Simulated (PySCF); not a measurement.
## Where the electron goes

CH5NOSi.
Cartesian coordinates in Å at the PBE0-D3(BJ)/def2-SVP level; atoms count from 1:
```
atom  x, y, z in Å
O1     1.416   -1.321    0.411
C2     1.481   -0.142    0.144
N3     0.380    0.614   -0.117
Si4   -1.218   -0.160   -0.064
H5     2.448    0.412    0.092
H6     0.519    1.594   -0.332
H7    -1.511   -0.689    1.295
H8    -2.166    0.944   -0.395
H9    -1.321   -1.239   -1.083
```

Theory: TDDFT PBE0/def2-SVPD, vertical, gas phase, core orbitals frozen in the response in PySCF.

Kohn–Sham orbitals with the atoms that hold most of them (Löwdin shares over 4%, at most four atoms; ? is withheld):

```
orbital  ε (eV)                            atoms
 HOMO-3  -10.03  Si4 35%, H7 20%, H9 20%, O1 12%
 HOMO-2   -9.92    Si4 41%, H8 34%, H9 9%, H7 9%
 HOMO-1   -8.22                                ?
   HOMO   -7.95     O1 67%, C2 14%, H5 8%, N3 7%
   LUMO   -0.09                                ?
 LUMO+1    0.17  Si4 31%, H6 18%, N3 12%, C2 10%
 LUMO+2    0.72  Si4 52%, H7 12%, H9 12%, H8 12%
```

(1) Give the leading atoms of the LUMO.

(2) Which atoms hold the HOMO-1, and with what shares?

(3) The HOMO–LUMO gap is 7.86 eV. Where does the response calculation put the lowest singlet, and from which orbitals?

(4) One configuration dominates each of S1 and S3. Which, and how do the shares of the two leading atoms of either orbital change from the occupied to the empty one?

Answers

(1) C2 (bonded to N, O and H) 37%; O1 (bonded to C) 26%; N3 (bonded to C, Si and H) 16%; Si4 (bonded to N and 3 H) 8%.

(2) N3 (bonded to C, Si and H) 44%; O1 (bonded to C) 27%; Si4 (bonded to N and 3 H) 9%; C2 (bonded to N, O and H) 9%.

(3) S1 is at 5.57 eV (f = 0.0007), 2.28 eV below the gap, made of HOMO→LUMO (98%). Without the coupling terms of the response equations the lowest excitation would equal the gap.

(4) 
- S1 (5.57 eV, f 0.0007), HOMO→LUMO (98%): O1 67% → 26%, C2 14% → 37%; low, almost dark, from the terminal oxygen into the C=O bond, the pattern of n→π*
- S3 (7.00 eV, f 0.0014), HOMO-1→LUMO+1 (98%): N3 44% → 12%, O1 27% → at most 11%, Si4 9% → 31%, H6 at most 9% → 18%

Löwdin shares depend on the basis, the more so with diffuse functions.

One conformer stands for the species.
